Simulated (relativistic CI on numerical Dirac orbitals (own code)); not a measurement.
Rh XXIII: sensitivity of the levels to the model

Base calculation: Dirac-Coulomb-Breit CI, separate exchange-only KLI orbitals for each configuration, model QED, unscaled Slater integrals.

Configuration list (outside the closed core [Ne]): 3s2.3p6.3d5, 3s2.3p5.3d6, 3s2.3p4.3d7, 3s.3p6.3d6, 3p6.3d7, 3s.3p5.3d7, 3s2.3p6.3d4.4s, 3s2.3p6.3d4.4p, 3s2.3p6.3d4.4d, 3s2.3p4.3d6.4s, 3s2.3p6.3d4.4f, 3s2.3p5.3d5.4s, 3s2.3p4.3d6.4p, 3s2.3p6.3d3.4s2, 3s2.3p5.3d5.4p, 3s.3p5.3d6.4s, 3s2.3p6.3d3.4s.4p, 3s2.3p6.3d4.5s, 3s.3p5.3d6.4p, 3s2.3p6.3d4.5p, 3p6.3d6.4s, 3p6.3d5.4s2. Levels of other configurations are missing.

Variants: (1) P86 correlation estimate; (2) QED terms removed; (3) Breit term removed. Shifts of the energy above 3s2.3p6.3d5 6S_5/2, in cm⁻¹, for the lowest level and the first level of each name with at least 55 % of one term (blank where a level changes its place among those of its configuration and J or its character, or is not in the variant):

```tsv
Level	Base	Δ(1)	Δ(2)	Δ(3)
3s2.3p6.3d5 6S_5/2	0	0	0	0
3s2.3p6.3d5 4G_7/2	113788	-1	+18	+276
3s2.3p6.3d5 4G_11/2	117227	-3	-9	+2524
3s2.3p6.3d5 4G_9/2	122133	-3	-31	+1709
3s2.3p6.3d5 4P_1/2	126736	+6	-13	-195
3s2.3p6.3d5 4D_7/2	145294	+1	-57	+1237
3s2.3p6.3d5 4D_1/2	161565	+3	-105	+766
3s2.3p6.3d5 2I_11/2	169972	-7	-44	+2403
3s2.3p6.3d5 2I_13/2	183870	-9	-89	+4613
3s2.3p6.3d5 2H_9/2	210906	+1	-83	+2176
3s2.3p6.3d5 2H_11/2	244075	-3	-210	+4755
3s2.3p6.3d5 2S_1/2	253928	+8	-74	+709
3s2.3p6.3d5 2P_3/2	366563	+11	-48	+228
3s2.3p6.3d5 2P_1/2	382285	+11	-127	+1350
3s2.3p5.3d6 6F°_11/2	1274379	+1432	+442	+5025
3s2.3p5.3d6 4P°_5/2	1319746	+1440	+473	+3212
3s2.3p5.3d6 4H°_13/2	1374376	+1432	+392	+6723
3s2.3p5.3d6 4I°_15/2	1413314	+1428	+378	+8043
3s2.3p5.3d6 6P°_3/2	1432330	+1449	+293	+5135
```

At this charge energies of transitions that change n are usually good to better than 1 %, and those within a shell (Δn = 0) to a few per cent. Terms inside the open d or f shell come out 10 to 20 % too wide with unscaled integrals.

Ionisation energy from the two ground configurations alone: base 1061.78 eV; P86 correlation estimate 1063.66 eV. The NIST ASD value (theoretical) is 1061 eV.

LS names give the leading component of a level, which can be under half, so a name can repeat, a term be missing and a line seem to break the LS rules.
